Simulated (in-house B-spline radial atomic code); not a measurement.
**RPA and G0W0 on PBE: Cl²⁺**

Configuration [Ne] 3s2 3p3, highest spin, mean-field start PBE. Computed with a B-spline radial code for spherical atoms: all electrons, non-relativistic, point nucleus, each spin shell either full or empty, empty states to l = 9 with an (l + 1/2)⁻⁴ tail; G0W0 by contour deformation at full frequency.

Command:
```bash
python run_gw.py task.json out
```
Settings (radii: box in bohr, nucleus in fm):
```
Z                        17
electrons                15
configuration            [Ne] 3s2 3p3
hamiltonian              nr
method                   pbe,pbe
lmax                     9
spin_polarised           True
box_radius               17.55
intervals                49
```

Run time, properties included: 1.6 s on 1 thread of Intel(R) Xeon(R) Platinum 8488C (Sapphire Rapids), with other jobs on the host.

Energies (hartree):

```tsv
term	value
mean-field total	-458.62172
Hartree-Fock functional on these orbitals	-458.21792
direct second order	-1.0427
second-order exchange	0.38158
SOSEX correction	0.34114
```

(1) What is the RPA correlation energy, and what remains with SOSEX?

Quasi-particle levels (eV):

```csv
level,occupied,mean field,Σx - vxc,Σc,QP weight,G0W0
3p up,yes,-33.10,-6.48,?,?,?
3s down,yes,-42.11,-4.39,-2.08,0.917,-48.57
3p down,no,-29.184,8.07,-3.21,0.917,-24.322
```

G0W0 = mean field + (Σx - vxc) + Σc, with Σc (partial-wave tail included) taken at the quasi-particle energy. Only the outer levels were computed. Levels of low weight are left out.

(2) Where does G0W0 put 3p up?

Results:

(1) RPA gives -0.89988 hartree (-1.63 eV per electron); RPA + SOSEX gives -0.55873, and the second-order doubles -0.66117 hartree (no singles). SOSEX takes back 38 % of the RPA value.

(2) At -39.50 eV, with Σc = 0.07 eV and a quasi-particle weight of 0.913. The tabulated removal energy is 39.8 ± 0.11 eV (NIST, semi-empirical); the calculation leaves out relativity, Breit and QED terms, and what these don't explain is the method's own error.
